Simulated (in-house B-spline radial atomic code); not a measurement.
The iodine ion I⁴⁺: [Kr] 4d10 5s2 5p1

Method: non-relativistic LC-wPBE, spin-polarised, spherical fractional occupations, exact exchange averaged over the configuration, point nucleus. Calculated with an all-electron radial atomic-structure program (B-spline basis).

Screening seen three ways: the hydrogenic charge with the same mean radius, Z_r = [3n² - l(l+1)]/(2<r>), the one with the same energy, Z_e = n√(-2ε), and Slater's rules. Values are occupation-weighted means over spin.

```
shell  electrons   ε (eV)  <r> (bohr)    Z_r    Z_e  Slater
   1s          2   -31699     0.02868  52.30  48.27   52.70
   2s          2  -4819.3      0.1235  48.60  37.64   48.85
   2p          6  -4531.4      0.1051  47.55  36.50   48.85
   3s          2  -1011.5      0.3278  41.19  25.87   41.75
   3p          6  -890.54      0.3182  39.28  24.27   41.75
   3d         10  -665.84      0.2888  36.35  20.99   31.85
   4s          2  -217.85      0.7691  31.20  16.01   25.25
   4p          6  -175.47      0.8041  28.60  14.36   25.25
   4d         10  -102.61      0.9058  23.18  10.99   13.85
   5s          2  -59.658       1.848  20.29  10.47    9.00
   5p          1  -49.336       2.047  17.83   9.52    9.00
```

The least bound orbital is 5p up at -49.34 eV, and it is also the most diffuse (<r> = 2.047 bohr).
